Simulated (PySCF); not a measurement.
Identify the unknown among the candidates.

All candidates are CH8N2Si.

| technique | computed result |
| --- | --- |
| Triplet | lowest triplet excitation (Tamm–Dancoff): 5.24 eV [TDA B3LYP/def2-SVPD] |
| UV, strongest line | among the 10 lowest singlet transitions: S10 at 7.61 eV (163 nm, f = 0.075) [TDDFT B3LYP/def2-SVPD] |
| UV, first state | lowest singlet excitation: 5.39 eV (230 nm, f = 0.010) [TDDFT B3LYP/def2-SVPD] |
| Rotational structure | rotational constants A, B, C: 9.219, 3.795, 3.064 GHz [PBE0-D3(BJ)/def2-SVP] |
| NMR, other nuclei | isotropic shieldings of nuclei other than C and H, by class: 245 (1 N), 259 (1 N), 359 (1 Si) ppm [GIAO CAM-B3LYP/pcSseg-2] |
| XPS | Si2p3/2 106.6, C1s 290.8, N1s 404.7, N1s 404.7, Si1s 1846.4 eV [ΔSCF SCAN, pcX-2 on the ionised atom, pcseg-1 elsewhere, spin-free X2C, 2p3/2 from a spin–orbit splitting computed afterwards within the 2p shell] |
| Polarisability | 59.9 au [B3LYP/def2-SVPD] |
| 13C NMR | chemical shifts (computed TMS as zero) by class: 33.0 (1 C) ppm [GIAO CAM-B3LYP/pcSseg-2] |

The electronic properties come from PySCF, for the isolated species, density fitting. Levels stand in brackets. One conformer (not necessarily the lowest) at the PBE0-D3(BJ)/def2-SVP geometry, without solvent, vibrations or thermal averaging. NMR classes are plain means over equivalent atoms (diastereotopic ones count apart unless rotation or inversion swaps them), as if these changed places fast.

**Question.** Which candidate is it?
A. `CN[SiH2]N`
B. `C[SiH](N)N`
C. `NC[SiH2]N`

**Answer.** C. It is `NC[SiH2]N`. Numbering: `[NH2:1][CH2:2][SiH2:3][NH2:4]`. Its formula, CH8N2Si, gives 0 degrees of unsaturation, so no ring and no π bond. The one carbon: sp3 carbon bound to nitrogen [C2] (33.0 ppm). The other shieldings belong to: 245 ppm, primary amine nitrogen [N1]; 259 ppm, silicon-bound nitrogen [N4]; 359 ppm, SiH2 silicon [Si3]. The core levels belong to: Si2p3/2 106.6 eV, SiH2 silicon [Si3]; C1s 290.8 eV, sp3 carbon bound to nitrogen [C2]; N1s 404.7 eV, primary amine nitrogen [N1]; N1s 404.7 eV, silicon-bound nitrogen [N4]; Si1s 1846.4 eV, SiH2 silicon [Si3]. The optimised geometry has point group C1 and is an asymmetric top.

The others, at the same levels:
- `C[SiH](N)N` fails: its computed core binding energies are Si2p3/2 106.6, C1s 289.9, N1s 404.3 (×2), Si1s 1846.6 eV, rotational constant A is 6.304 GHz (against 9.219 GHz) and smallest rotational constant is 3.397 GHz (against 3.064 GHz).
- `CN[SiH2]N` fails: its computed core binding energies are Si2p3/2 106.7, C1s 291.5, N1s 404.2, N1s 404.5, Si1s 1846.7 eV, rotational constant A is 16.740 GHz (against 9.219 GHz) and smallest rotational constant is 2.730 GHz (against 3.064 GHz).

Each candidate is one conformer, not necessarily the lowest. Dipoles, sizes and rotational constants follow the conformer. The torsions of the flexible species, by atom-mapped SMILES:
- `[NH2:1][CH2:2][SiH2:3][NH2:4]`: N1–C2–Si3–N4 52°, H–N1–C2–Si3 68°, H–N1–C2–Si3 -46°, H–N4–Si3–C2 -151°, H–N4–Si3–C2 71°
- `[CH3:1][SiH:2]([NH2:3])[NH2:4]`: H–N3–Si2–C1 38°, H–N3–Si2–C1 179°, H–N4–Si2–C1 -91°, H–N4–Si2–C1 59°
- `[CH3:1][NH:2][SiH2:3][NH2:4]`: C1–N2–Si3–N4 -153°, H–N4–Si3–N2 -149°, H–N4–Si3–N2 62°
